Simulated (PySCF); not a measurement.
## GeSe⁻: one state, many levels of theory

State: ²Π (doublet), unpaired electrons π ↑. Set-up: basis Ge def2-TZVPPD, Se def2-TZVPPD; no relativity; PySCF 2.14. De refers to Ge + Se⁻ in their high-spin ground configurations, without counterpoise correction. The functionals are run spin-unrestricted. A positive dipole points towards Se; it is taken about the centre of mass and depends on that origin.

```json
{"Level": "UHF", "Re (Å)": "2.257", "ωe (cm⁻¹)": "344", "De (eV)": "n/a", "μ (D)": "-1.14", "CPU s a point (SCF and correlation, without the integrals)": "6.7"}
{"Level": "UHF-MP2", "Re (Å)": "2.244", "ωe (cm⁻¹)": "345", "De (eV)": "3.92", "μ (D)": "n/a", "CPU s a point (SCF and correlation, without the integrals)": "11"}
{"Level": "UHF-SCS-MP2", "Re (Å)": "2.252", "ωe (cm⁻¹)": "341", "De (eV)": "3.73", "μ (D)": "n/a", "CPU s a point (SCF and correlation, without the integrals)": "n/a"}
{"Level": "PBE", "Re (Å)": "2.281", "ωe (cm⁻¹)": "316", "De (eV)": "4.04", "μ (D)": "-0.32", "CPU s a point (SCF and correlation, without the integrals)": "3.7"}
{"Level": "PBEsol", "Re (Å)": "2.261", "ωe (cm⁻¹)": "325", "De (eV)": "4.33", "μ (D)": "-0.18", "CPU s a point (SCF and correlation, without the integrals)": "2.6"}
{"Level": "PW91", "Re (Å)": "2.280", "ωe (cm⁻¹)": "316", "De (eV)": "4.06", "μ (D)": "-0.34", "CPU s a point (SCF and correlation, without the integrals)": "2.7"}
{"Level": "BLYP", "Re (Å)": "2.307", "ωe (cm⁻¹)": "301", "De (eV)": "3.79", "μ (D)": "-0.49", "CPU s a point (SCF and correlation, without the integrals)": "3.8"}
{"Level": "TPSS", "Re (Å)": "2.272", "ωe (cm⁻¹)": "319", "De (eV)": "3.96", "μ (D)": "-0.32", "CPU s a point (SCF and correlation, without the integrals)": "4.5"}
{"Level": "r²SCAN", "Re (Å)": "2.257", "ωe (cm⁻¹)": "331", "De (eV)": "4.00", "μ (D)": "-0.28", "CPU s a point (SCF and correlation, without the integrals)": "4.7"}
{"Level": "PBE0", "Re (Å)": "2.254", "ωe (cm⁻¹)": "335", "De (eV)": "3.86", "μ (D)": "-0.46", "CPU s a point (SCF and correlation, without the integrals)": "7.1"}
{"Level": "M06-2X", "Re (Å)": "2.269", "ωe (cm⁻¹)": "336", "De (eV)": "3.63", "μ (D)": "-0.87", "CPU s a point (SCF and correlation, without the integrals)": "17"}
{"Level": "LC-ωPBE", "Re (Å)": "2.218", "ωe (cm⁻¹)": "360", "De (eV)": "3.56", "μ (D)": "-0.64", "CPU s a point (SCF and correlation, without the integrals)": "14"}
```

Task: What does a quarter of exact exchange do here, going from PBE to PBE0?

Result: PBE0 less PBE: -2.7 pm in Re, +6.0 % in ωe, -0.18 eV in De. Exact exchange removes part of the self-interaction that spreads semilocal densities, and in most molecules shortens and stiffens the bond and lowers De; so it does here.

Task: What does the step from GGA to meta-GGA do here, going from PBE to r²SCAN?

Result: r²SCAN less PBE: -2.4 pm in Re, +4.7 % in ωe, -0.04 eV in De. 

Correlated steps freeze 18 core orbitals. Spin–orbit coupling is left out. For an ion De counts to the pair picked by the measured ionisation energies or electron affinities, which need not be the lowest pair at this level. The highest Kohn–Sham level is positive in this anion. Much of that is self-interaction error, but it also means that the finite basis helps to hold the extra electron. The state is the lowest determinant that a PBE0 search found; another state may lie lower at other levels.

The whole job (state search and all levels along the bond) took about 14 min on 2 threads of Arm Neoverse V1 (shared host), peak memory 4.6 GiB.
